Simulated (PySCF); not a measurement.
Symmetry of computed structures. Method used: PySCF 2.14.0, PBE0-D3(BJ)/def2-SVP geometry optimisation, gas phase. The symmetry is that of the one conformer found, every atom within 0.08 Å of its image; none is proved a minimum here.

(1) Point group, rotor type and polarity of Ge(NH2)2, `[NH2][Ge][NH2]`?

(2) Point group, rotor type and polarity of `[CH3:1][C:2]1=[CH:3][C:4]/1=[CH:5]/[Cl:6]` with H–C1–C2–C3 0° (nearest H)?

(3) What symmetry has `[NH2:1][SiH:2]1[SiH2:3][SiH2:4][SiH2:5][SiH2:6]1` with H–N1–Si2–Si3 -57° and 161°, N1–Si2–Si3–Si4 -51°, Si2–Si3–Si4–Si5 -32°, Si3–Si4–Si5–Si6 0°, Si4–Si5–Si6–Si2 32°?

(4) `Brc1cnsn1`: symmetry, top, dipole?

## Answers

(1) C2v; asymmetric top; symmetry number 2; 4 operations, which sort the 7 atoms into 4 sets; dipole 1.81 D, along b, the twofold axis.

(2) Cs; asymmetric top; symmetry number 1; 2 operations, which sort the 11 atoms into 10 sets; dipole 3.64 D, in the ab plane, which is the mirror; A, B, C = 5762, 1716, 1333 MHz; heavy atoms equivalent by symmetry: none.

(3) Cs; near-oblate asymmetric top; symmetry number 1; 2 operations, which sort the 17 atoms into 10 sets; dipole 1.89 D; A, B, C = 1252, 1240, 833.2 MHz; heavy atoms equivalent by symmetry: Si3/Si6, Si4/Si5.

(4) Cs; near-prolate asymmetric top; symmetry number 1; 2 operations, which sort the 7 atoms into 7 sets; dipole 0.81 D, in the ab plane, which is the mirror.
